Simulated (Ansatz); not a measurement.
## Cost against result

Saddle point of CH₆Sn, closed shell (CH₄Sn ([CH3][SnH]) + H₂ → SnH₂ + CH₄; bonds formed: Sn1–H4, C2–H3; bonds broken: Sn1–C2, H3–H4), PBE0-D4/def2-TZVP structure:

Sn1  (-1.430, 0.826, 0.337)
C2  (0.892, 0.148, 0.036)
H3  (-0.308, -0.722, 0.386)
H4  (-1.223, -1.071, 0.696)
H5  (-1.726, 0.332, -1.339)
H6  (1.131, 0.960, -0.652)
H7  (1.244, -0.771, -0.441)
H8  (1.419, 0.298, 0.977)
(Å)

Barriers are electronic and count from the start structure reached by relaxing down the imaginary mode.

Program: Ansatz 0.2.0. Basis: as named in each row. Cores are frozen in the correlated methods. Filled d shells of the heavier atoms are correlated. Core potentials replace the inner electrons of the atoms past krypton. The def2 sets are not built for correlating such inner shells, so the correlated values are less sure here. B3LYP uses VWN-RPA correlation. Extrapolation: Hartree–Fock as exp(−7.88 √X), correlation as X^−2.97.

Times are rough, for one single point on 2 threads of a shared host (Arm Neoverse V2).

The estimate by CCSD(T) at an estimated basis limit (MP2 extrapolated from triple and quadruple zeta, plus CCSD(T) − MP2 in triple zeta) is 24.22 kcal/mol.

```json
{"method": "SPW92", "basis": "def2-TZVPP", "time (s)": "under 1", "barrier (kcal/mol)": "11.06", "method less estimate": "-13.15"}
{"method": "PBE-D4", "basis": "def2-TZVPP", "time (s)": "2", "barrier (kcal/mol)": "17.47", "method less estimate": "-6.74"}
{"method": "BLYP-D4", "basis": "def2-TZVPP", "time (s)": "2", "barrier (kcal/mol)": "21.39", "method less estimate": "-2.83"}
{"method": "BHLYP-D4", "basis": "def2-TZVPP", "time (s)": "2", "barrier (kcal/mol)": "26.71", "method less estimate": "2.49"}
{"method": "PBE0-D4", "basis": "def2-TZVPP", "time (s)": "2", "barrier (kcal/mol)": "20.20", "method less estimate": "-4.01"}
{"method": "B3LYP-D4", "basis": "def2-TZVPP", "time (s)": "2", "barrier (kcal/mol)": "23.06", "method less estimate": "-1.15"}
{"method": "CAM-B3LYP-D4", "basis": "def2-TZVPP", "time (s)": "2", "barrier (kcal/mol)": "23.83", "method less estimate": "-0.38"}
{"method": "r2SCAN-D4", "basis": "def2-TZVPP", "time (s)": "3", "barrier (kcal/mol)": "18.79", "method less estimate": "-5.42"}
{"method": "r2SCAN0-D4", "basis": "def2-TZVPP", "time (s)": "4", "barrier (kcal/mol)": "21.13", "method less estimate": "-3.09"}
{"method": "B2PLYP", "basis": "def2-TZVPP", "time (s)": "4", "barrier (kcal/mol)": "23.62", "method less estimate": "-0.60"}
{"method": "RPA on PBE", "basis": "def2-TZVPP", "time (s)": "4", "barrier (kcal/mol)": "24.22", "method less estimate": "0.01"}
{"method": "PBE-QIDH", "basis": "def2-TZVPP", "time (s)": "4", "barrier (kcal/mol)": "22.62", "method less estimate": "-1.60"}
{"method": "wB97X-V", "basis": "def2-TZVPP", "time (s)": "6", "barrier (kcal/mol)": "24.54", "method less estimate": "0.33"}
{"method": "B97M-V", "basis": "def2-TZVPP", "time (s)": "8", "barrier (kcal/mol)": "19.74", "method less estimate": "-4.47"}
{"method": "wB97M-V", "basis": "def2-TZVPP", "time (s)": "8", "barrier (kcal/mol)": "24.02", "method less estimate": "-0.19"}
{"method": "MP2", "basis": "def2-QZVPP", "time (s)": "11", "barrier (kcal/mol)": "23.42", "method less estimate": "-0.80"}
{"method": "CCSD(T)", "basis": "def2-TZVPP", "time (s)": "33", "barrier (kcal/mol)": "24.60", "method less estimate": "0.38"}
```

All methods are single points on the PBE0-D4 structures.

The T1 diagnostic stays at or below 0.015.

Labels in which every atom is bracketed show which atoms are joined, not bond orders.
